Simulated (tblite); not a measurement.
Start geometry of `CC[Si@@H](S[SiH3])C(C)C` from a force field or distance geometry (Å):
```
atom  x, y, z in Å
C1     2.4994   -1.1891   -0.4117
C2     1.5865   -0.0636   -0.9324
Si3    0.1688    0.3901    0.2022
S4    -0.9857    1.9623   -0.7351
Si5    0.2502    3.5778   -0.0885
C6    -0.9883   -1.1136    0.5019
C7    -2.1181   -0.8155    1.4906
C8    -1.5525   -1.7209   -0.7744
H9     1.9412   -2.1259   -0.2861
H10    3.2993   -1.3715   -1.1169
H11    2.9368   -0.9301    0.5530
H12    1.1906   -0.3624   -1.9002
H13    2.2051    0.8220   -1.0792
H14    0.6748    0.8573    1.5094
H15   -0.2807    4.8445   -0.6781
H16    0.2260    3.6750    1.3964
H17    1.6387    3.3607   -0.5736
H18   -0.3416   -1.8772    0.9686
H19   -2.8244   -0.0775    1.1015
H20   -1.7253   -0.4309    2.4498
H21   -2.6859   -1.7251    1.7205
H22   -2.2264   -1.0258   -1.2967
H23   -2.1291   -2.6209   -0.5364
H24   -0.7711   -2.0201   -1.4772
```

Problem. What comes out of this run: tblite 0.8.0, GFN2-xTB geometry optimisation, gas phase?

Solution. 
```
atom  x, y, z in Å
C1     2.4516   -1.1632   -0.3739
C2     1.6355    0.0902   -0.6659
Si3    0.1515    0.3054    0.5059
S4    -1.0713    1.9616   -0.1675
Si5    0.3169    3.5688   -0.4284
C6    -0.9962   -1.2199    0.5631
C7    -2.1705   -0.9764    1.5076
C8    -1.5095   -1.5944   -0.8264
H9     1.8490   -2.0558   -0.5221
H10    3.3177   -1.2240   -1.0307
H11    2.8049   -1.1600    0.6544
H12    1.2947    0.0626   -1.7026
H13    2.2825    0.9653   -0.5788
H14    0.6251    0.6441    1.8555
H15   -0.5376    4.7365   -0.5483
H16    1.1876    3.6165    0.7403
H17    1.1015    3.3332   -1.6352
H18   -0.4203   -2.0663    0.9531
H19   -2.7562   -0.1280    1.1624
H20   -1.8202   -0.7629    2.5148
H21   -2.8194   -1.8500    1.5468
H22   -2.0628   -0.7627   -1.2571
H23   -2.1773   -2.4528   -0.7649
H24   -0.6891   -1.8482   -1.4948
```

The energy falls by 0.150 eV over 167 L-BFGS steps, the largest force on an atom goes from 0.94 to 0.009 eV/Å, and the atoms move by 0.452 Å rms after alignment. The bond that changes most is Si5–H15 (SiH3 silicon to Si–H hydrogen), which shortens by 0.043 Å. Bonds longer at the end by more than 0.005 Å: 4 of 23; shorter: 13. Among the angles that change most is Si3–S4–Si5, from 96.3° to 104.2°. Among the dihedrals that turn most is C2–Si3–S4–Si5, from -84° to -51°. Rotational constants go from 1337, 788.8, 584.9 to 1364, 797.3, 577.2 MHz. The orientation of the end geometry is arbitrary; only internal coordinates are fixed.

Its GFN2-xTB frequencies are all real (lowest 26 cm⁻¹). The numbers are those of one conformer. 3 starts were optimised and ended at 0.00, 0.40 and 0.50 kcal/mol (GFN2-xTB); the lowest of these is shown.

These are computed values.
